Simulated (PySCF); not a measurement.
Problem. What does the GFN2-xTB structure of `O=C=CCC(F)=C(F)F` look like in three dimensions?

Solution. 
```
atom  x, y, z in Å
O1     3.2184    0.7942   -0.2805
C2     2.3009    0.1475    0.0143
C3     1.3030   -0.6097    0.3410
C4     0.0554   -0.7759   -0.4983
C5    -1.0983   -0.0684    0.1458
F6    -1.5659   -0.6360    1.2739
C7    -1.6494    1.0622   -0.2763
F8    -2.6519    1.7098    0.2962
F9    -1.2518    1.6872   -1.3794
H10    1.3200   -1.0996    1.3007
H11    0.2110   -0.3735   -1.4979
H12   -0.1901   -1.8385   -0.5684
```

Any rigid rotation of these coordinates is as good. Atoms count from 1 in this order. Of the pairs four or more bonds apart, F9···H11 is among the closest relative to their van der Waals radii: 2.53 Å, 95 % of the sum of Bondi's values. The C–F distances run from 1.324 Å (C7–F8, drawn single) to 1.347 Å (C5–F6, drawn single), a spread of 0.023 Å. The 4 C–C bonds span 1.295 Å (C2=C3, drawn double) to 1.513 Å (C3–C4, drawn single), a spread of 0.218 Å.

Bonds between heavy atoms (Å): O1=C2 1.161, C2=C3 1.295, C3–C4 1.513, C4–C5 1.499, C5–F6 1.347, C5=C7 1.327, C7–F8 1.324, C7–F9 1.329.

The geometry is computed with GFN2-xTB (gas phase).

Point group: C1 (no symmetry element, even within 0.4 Å). Not checked by GFN2-xTB frequencies. One conformer, not necessarily the lowest (C2–C3–C4–C5 -107°, C3–C4–C5–F6 -71°).
